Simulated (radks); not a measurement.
Spherical quantum dot in the effective-mass picture: electrons in a parabolic well V = omega^2 r^2 / 2 with omega = 0.0571, with a point charge +2 (a donor) at the centre, all in effective atomic units (hartree* = m*/eps^2 hartree, bohr* = eps/m* bohr), one dielectric constant everywhere. Method: non-relativistic Kohn-Sham, PBE, spin-polarised, spherical densities; computed with a radial shooting solver with Libxc functionals. Levels are named by radial order and angular momentum (1s, 1p, 1d, 2s, ...), and open shells are averaged over m.

N = 14, configuration 1s2 1p6 1d(up 4, down 0) 2s2. This is the lowest configuration that the search found (a dilute case). Occupied levels:

level    occupation  eigenvalue (hartree*)  <r> (bohr*)
1s down           1                0.57465       0.9467
1s up             1                0.57539       0.9473
2s up             1                 1.0732        11.13
2s down           1                 1.0780        9.399
1p up             3                 1.0829        11.73
1p down           3                 1.0919        10.46
1d up             4                 1.0994        12.43

Energy (hartree*): total 4.79901, kinetic 3.2241, external -6.3233, Hartree 10.040, exchange-correlation -2.1417.
